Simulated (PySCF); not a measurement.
## Correlation energy of Bi(3+) (bismuth, charge +3)

[Xe] 4f14 5d10 6s2, closed-shell 1S. Calculation: PySCF 2.14, in cc-pVTZ-PP with ECP60MDF (5s4p3d1f, 39 functions); scalar relativity through the core potential. Frozen: 5s2 5p6 5d10; 2 electrons correlated.

Total MP2 correlation energy: -20.57 mhartree.

Same-spin part 0.00 and opposite-spin part -20.57 mhartree; SCS-MP2 scales them by 1/3 and 6/5 to -24.68 mhartree.

With two correlated electrons CCSD is exact within the correlated space (frozen core and kept virtual orbitals).

```tsv
level	correlation energy (mhartree)
CCSD	-27.11
```

Diagnostics: T1 = 0.0016, D1 = 0.0023, largest double amplitude 0.075.

Problem. Is a single reference adequate?

Solution. Mostly. T1 lies below 0.03, but a double amplitude of this size points to a near-degeneracy that CCSD handles and MP2 describes poorly.
